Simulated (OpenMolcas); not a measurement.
# Tl+: input and output

Input:

```
&GATEWAY
Coord
1

Tl 0.0 0.0 0.0
Basis=ANO-RCC
Group=XYZ
NoMove
AngMom=0.0 0.0 0.0
AMFI
&SEWARD
&RASSCF
FileOrb=start.orb
Symmetry=1
Spin=3
nActEl=2 0 0
Inactive=20 19
Ras2=1 3
CIRoot=3 3 1
SDav=3
CIMx=300
Iter=120 100
PrWF=0.3
OrbListing=Nothing
MaxOrb=0
Atom
>>> COPY $Project.JobIph JOBPRE
&RASSCF
FileOrb=start.orb
Symmetry=1
Spin=3
nActEl=2 0 0
Inactive=20 19
Ras2=2 6
CIRoot=3 3 1
SDav=16
CIMx=300
Iter=120 100
PrWF=0.3
OrbListing=Nothing
MaxOrb=0
Atom
>>> COPY $Project.JobIph JOB001
&RASSCF
FileOrb=start.orb
Symmetry=1
Spin=1
nActEl=2 0 0
Inactive=20 19
Ras2=2 6
CIRoot=7 7 1
SDav=24
CIMx=300
Iter=120 100
PrWF=0.3
OrbListing=Nothing
MaxOrb=0
Atom
>>> COPY $Project.JobIph JOB002
&RASSCF
FileOrb=start.orb
Symmetry=2
Spin=3
nActEl=2 0 0
Inactive=20 19
Ras2=2 6
CIRoot=3 3 1
SDav=12
CIMx=300
Iter=120 100
PrWF=0.3
OrbListing=Nothing
MaxOrb=0
Atom
>>> COPY $Project.JobIph JOB003
&RASSCF
FileOrb=start.orb
Symmetry=2
Spin=1
nActEl=2 0 0
Inactive=20 19
Ras2=2 6
CIRoot=3 3 1
SDav=12
CIMx=300
Iter=120 100
PrWF=0.3
OrbListing=Nothing
MaxOrb=0
Atom
>>> COPY $Project.JobIph JOB004
&RASSI
NrOfJobIphs=4 3 7 3 3
1 2 3
1 2 3 4 5 6 7
1 2 3
1 2 3
IphNames
JOB001
JOB002
JOB003
JOB004
EJob
SpinOrbit
DIPRint=1.0
SOCoupling=1000.0
Subsets=2
MEES
Property=10
'ANGMOM' 1 'ANGMOM' 2 'ANGMOM' 3 'MLTPL  1' 1 'MLTPL  1' 2 'MLTPL  1' 3
'AMFI' 1 'AMFI' 2 'AMFI' 3 'MLTPL  2' 6
SOProperty=3
'ANGMOM' 1 'ANGMOM' 2 'ANGMOM' 3
```

A driver script runs the steps one by one and writes start.orb anew before each from the orbitals found so far.

Output, cut to the results:

```
--- SEWARD ---
Basis set label: TL.ANO-RCC.........

      Electronic valence basis set:
      ------------------
      Associated Effective Charge  81.000000 au
      Associated Actual Charge     81.000000 au
      Nuclear Model: Point charge

      Shell  nPrim  nBasis  Cartesian Spherical Contaminant
         s      25      11        X
         p      22      10        X
         d      16       9                 X
         f      12       6                 X
         g       4       4                 X
                  Relativistic Douglas-Kroll-Hess integrals:
                    - DKH order of Hamiltonian: 2
                    - DKH order of Properties : 0
                  Atomic mean-field integrals
--- RASSCF ---
Wave function specifications:
      -----------------------------

      Number of closed shell electrons          78
      Number of electrons in active shells       2
      Max number of holes in RAS1 space          0
      Max nr of electrons in RAS3 space          0
      Number of inactive orbitals               39
      Number of active orbitals                  8
      Number of secondary orbitals             117
      Spin quantum number                      1.0
      State symmetry                             1
Orbital specifications:
      -----------------------

      Symmetry species                           1   2
                                                ag  au
      Frozen orbitals                            0   0
      Inactive orbitals                         20  19
      Active orbitals                            2   6
      RAS1 orbitals                              0   0
      RAS2 orbitals                              2   6
      RAS3 orbitals                              0   0
      Secondary orbitals                        70  47
      Deleted orbitals                           0   0
      Number of basis functions                 92  72
      Number of CSFs                            16
      Number of root(s) required                 3
      Iter CI   SX   CI       RASSCF       Energy    max ROT     max BLB   max BLB  Level Ln srch  Step   QN
          iter iter root      energy       change     param      element    value   shift minimum  type update
 Nr of preliminary CI iterations:   1
 ###############################################################################
 ###############################################################################
 ###                                                                         ###
 ###                                                                         ###
 ###    WARNING: Problems in orbital optimization.                           ###
 ###                                                                         ###
 ###                                                                         ###
 ###############################################################################
 ###############################################################################
  Warning: In symmetry  1, orbital p=  21 has diagonal density matrix element D(p,p) close to zero. D(p,p)=  1.799728E-24
  Warning: In symmetry  1, orbital p=  22 has diagonal density matrix element D(p,p) close to zero. D(p,p)=  1.799728E-24
        ...
 ###############################################################################
  Warning: In symmetry  1, orbital p=  21 has diagonal density matrix element D(p,p) close to zero. D(p,p)=  4.367679E-25
  Warning: In symmetry  1, orbital p=  22 has diagonal density matrix element D(p,p) close to zero. D(p,p)=  4.367679E-25
        4   1    3    0  -225.68345259    1.46E-11   3.37E-06    9  35 2 -2.03E-06   0.50   0.00    SX    NO
      Convergence after  4 iterations
        5   1    3    0  -225.68345259   -2.18E-11   3.37E-06   14  46 2 -1.32E-06   0.50   0.00    SX    NO
      Natural orbitals and occupation numbers for root  1
      sym 1:   0.000000   0.000000
      sym 2:   0.999343   0.999343   0.000000   0.000657   0.000657   0.000000
      Natural orbitals and occupation numbers for root  2
      sym 1:   0.000000   0.000000
      sym 2:   0.999343   0.000000   0.999343   0.000657  -0.000000   0.000657
      Natural orbitals and occupation numbers for root  3
      sym 1:   0.000000   0.000000
      sym 2:  -0.000000   0.999343   0.999343  -0.000000   0.000657   0.000657
::    RASSCF root number  1 Total energy: -20225.68345259
::    RASSCF root number  2 Total energy: -20225.68345259
...
--- RASSI ---
SPIN-FREE ENERGIES:
  (Shifted by EMIN (a.u.) =     -20226.2407969187)

 SF State       Relative EMIN(au)   Rel lowest level(eV)    D:o, cm**(-1)      L_eff

     4             0.0000000000        0.0000000000              0.0000         0.0
    11             0.2308748993        6.2824260595          50671.1834         1.0
    12             0.2308749092        6.2824263289          50671.1856         1.0
    13             0.2308749092        6.2824263289          50671.1856         1.0
    14             0.3437121543        9.3528841869          75436.0984         1.0
    15             0.3437121650        9.3528844796          75436.1007         1.0
    16             0.3437121650        9.3528844796          75436.1007         1.0
     5             0.4538038178       12.3486309672          99598.4256         0.0
     2             0.5573443277       15.1661117732         122322.9409         1.0
     1             0.5573443277       15.1661117732         122322.9409         1.0
     3             0.5573443377       15.1661120464         122322.9431         1.0
     6             0.5928959286       16.1335201176         130125.6154         2.0
     8             0.5928959320       16.1335202089         130125.6161         2.0
     7             0.5928959320       16.1335202089         130125.6161         2.0
     9             0.5928959421       16.1335204843         130125.6183         2.0
    10             0.5928959421       16.1335204843         130125.6183         2.0
     Dipole printing threshold changed to   1.00000000E+00

++ Dipole transition strengths (spin-free states):
   -----------------------------------------------
     for osc. strength at least  1.00000000E+00

  ( Max oscillator strength is only   0.77466743940158933      )
--
Eigenvalues of complex Hamiltonian:
   -----------------------------------
  (Shifted by EMIN (a.u.) =     -20226.2407969187)

...
```

Levels above the lowest, from the spin-orbit matrix, grouped by J:

| Configuration | Term | J | E (cm-1) | Measured (cm-1) | g | Term weight % |
| --- | --- | --- | --- | --- | --- | --- |
| 6s2 | 1S | 0 | 0.0 | 0.0 |  | 100 |
| 6s 6p | 3P* | 0 | 43937 | 49451 |  | 100 |
| 6s 6p | 3P* | 1 | 46858 | 52394 | 1.493 | 98 |
| 6s 6p | 3P* | 2 | 54092 | 61728 | 1.501 | 100 |
| 6s 6p | 1P* | 1 | 75935 | 75663 | 1.008 | 98 |

Against the 4 measured excited levels shown (NIST Handbook of Basic Atomic Spectroscopic Data) the mean absolute deviation is 4700 cm-1; the largest miss in energy is 6s 6p 3P* 2: computed 54092, measured 61728 cm-1 (-12.4 %).

The run also gave levels led by 6s 7s, which use shells meant for correlation; these and all levels above them are left out. Spin-orbit splittings of 6p shells tend to come out small when the coupling is added on scalar orbitals. Measured partners are found by configuration, term and J. A level has none where our copy of the source lacks it or the pairing is in doubt (some pairs that miss far off the trend of their configuration count as doubtful), and it then counts in no deviation. Only configurations of the active space appear. The first state left out of the spin-orbit step lies near 160000 cm-1 above the lowest spin-free state of the reference (among the parities and spins computed), and the list stops at four fifths of that energy or lower.

The term weight is that of the spin-free term in the level, not the purity of its configuration. * marks odd parity.
